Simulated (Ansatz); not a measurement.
Consider the ligand exchange at a B–C bond: `BCC(C)[SiH3]` + H₂Te → `B[TeH]` + `CC(C)[SiH3]`.

Calculated with Ansatz (gas phase, PBE0-D4/def2-TZVP geometries, no zero-point term in ΔE). CCSD(T)/CBS is the MP2 limit (def2-TZVPP, def2-QZVPP) plus CCSD(T) − MP2 in def2-TZVPP, frozen cores. Elements past krypton have def2 core potentials. For Te outer-core shells are correlated without core-valence functions, which leaves a few kJ/mol of doubt a bond. Each species was taken in one conformer, which may not be the lowest.

```
       species  SCS-MP2/def2-QZVPP energy (Eh)
`BCC(C)[SiH3]`                      -434.51417
          H₂Te                      -268.72855
      `B[TeH]`                      -294.11559
 `CC(C)[SiH3]`                      -409.15835
```

Question: Work out ΔE.

Answer: ΔE = (-294.11559) + (-409.15835) − (-434.51417) − (-268.72855) = -0.03122 Eh = -82.0 kJ/mol. CCSD(T)/CBS gives -82.6 kJ/mol.

Largest T1 diagnostic among the species: 0.015.

In def2-TZVPP, CCSD(T) changes the Hartree–Fock value by −10.5 kJ/mol (the triples alone add −3.5 kJ/mol) and MP2 by −14.2 kJ/mol. At CCSD(T), def2-SVP lies +3.5 kJ/mol from the extrapolated value and def2-TZVPP +0.5 kJ/mol. From PBE to PBE0 (25 % exact exchange), in def2-TZVPP and without D4, ΔE moves by +3.8 kJ/mol.
